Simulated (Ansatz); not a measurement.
Molecule: CSi (charge 0, triplet). 
Geometry from a B3LYP-D3(BJ)/def2-TZVP (Ansatz, a first-principles code) optimisation:
```xyz
2

Si     0.0000     0.0000    -0.5141
C      0.0000     0.0000     1.1995
```
Charge 0, spin multiplicity 3.

Basis-set convergence of Hartree-Fock and CCSD(T) correlation energies (hartree) with Ansatz. Valence correlation only, unless marked. Open shells are spin-unrestricted. Spin-orbit coupling is left out. Non-relativistic.

The UHF reference is spin-contaminated (<S^2> 0.53 over the pure value in the largest basis). The T1 diagnostic of CCSD in the largest basis is 0.092, which is high, so the coupled-cluster rows are less sure than usual.

| basis | functions | E(HF) | E(corr, CCSD(T)) |
|---|---|---|---|
| aug-cc-pV(D+d)Z | 55 | -326.63137 | -0.19259 |
| aug-cc-pV(T+d)Z | 101 | -326.64611 | -0.22275 |
| aug-cc-pV(Q+d)Z | 169 | -326.65043 | -0.23191 |

Extrapolating the two largest sets (X = 3 and 4) as X^-3: E(corr) = (64·(-0.23191) - 27·(-0.22275))/37 = -0.2386 Eh, an estimate of the basis-set limit. The largest set recovers 97.2 % of it, the smallest 80.7 %.
